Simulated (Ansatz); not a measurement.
`C[O][Ga]([OH])[Br]` + HCl → `[OH][Ga]([Cl])[Br]` + CH₃OH at 298.15 K and 1 bar (ligand exchange at a Ga–O bond).

Program: Ansatz. Geometries: PBE0-D4/def2-TZVP. ΔE: electronic, gas phase. CBS: MP2 limit from def2 TZ/QZ plus the TZ coupled-cluster correction, frozen cores. This one scheme is used for every species. For Br, Ga outer-core shells are correlated without core-valence functions, which leaves a few kJ/mol of doubt a bond. Scalar relativity is left out up to krypton. One conformer a species, not always the lowest.

| species | CCSD(T)/CBS energy (Eh) | H − E (kJ/mol) | S (J/(mol·K)) |
| --- | --- | --- | --- |
| `C[O][Ga]([OH])[Br]` | -4688.17187 | 171.7 | 386.7 |
| HCl | -460.38127 | 26.6 | 186.8 |
| `[OH][Ga]([Cl])[Br]` | -5032.95761 | 60.2 | 346.6 |
| CH₃OH | -115.61712 | 146.3 | 238.2 |

H − E and S are ideal-gas, rigid-rotor, harmonic terms from PBE0-D4/def2-TZVP, for one conformer and one mirror image of each species. 1 Eh = 2625.50 kJ/mol, R = 8.31446 J/(mol·K).

**Question.** By hand: ΔE, ΔH, ΔS and ΔG.

**Answer.** ΔE = (-5032.95761) + (-115.61712) − (-4688.17187) − (-460.38127) = -0.02159 Eh = -56.7 kJ/mol. Δ(H − E) = 60.2 + 146.3 − 171.7 − 26.6 = 8.2, so ΔH = -48.5 kJ/mol. ΔS = 346.6 + 238.2 − 386.7 − 186.8 = 11.3 J/(mol·K). ΔG = -48.5 − 298.15 × (11.3)/1000 = -51.9 kJ/mol.

**Question.** By hand: the equilibrium constant, and the temperature at which ΔG would vanish if ΔH and ΔS stayed fixed.

**Answer.** log₁₀ K = −ΔG/(RT ln 10) = 9.1. ΔH and −TΔS have one sign here, so there is no such temperature.

The number of gas molecules stays the same, so ΔS is small and ΔH decides. A doubt of 5 kJ/mol in ΔE shifts log₁₀ K by 0.9 here. Other conformers and mirror images would add mixing entropy, several J/(mol·K) or more a flexible species. These are equilibria of isolated gas molecules and say nothing of rates. Largest T1 diagnostic: 0.012 (customary marks: 0.02 for closed shells, 0.045 for open ones).

ΔS is within the doubt of such terms, so its sign, and with it that verdict, could turn.
